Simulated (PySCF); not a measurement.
A structure optimised at B3LYP-D3(BJ)/def2-SVP, used in a PySCF frequency run:

```
Bi
C 1 2.2892
H 2 1.0980 1 107.31
H 2 1.0985 3 110.09 1 119.36
H 2 1.1004 3 110.41 4 121.86
C 1 2.2892 2 91.75 3 -56.61
H 6 1.0980 1 107.31 2 56.61
H 6 1.0985 7 110.09 1 -119.36
H 6 1.1004 7 110.41 8 -121.86
Cl 1 2.5128 2 93.72 3 37.24
```

Q: Write its SMILES, formula and point group.

A: [CH3][Bi]([CH3])[Cl], C2H6BiCl, Cs

Q: What are its rotational constants (standard atomic weights)?

A: 3.1988, 1.8345, 1.7201 GHz
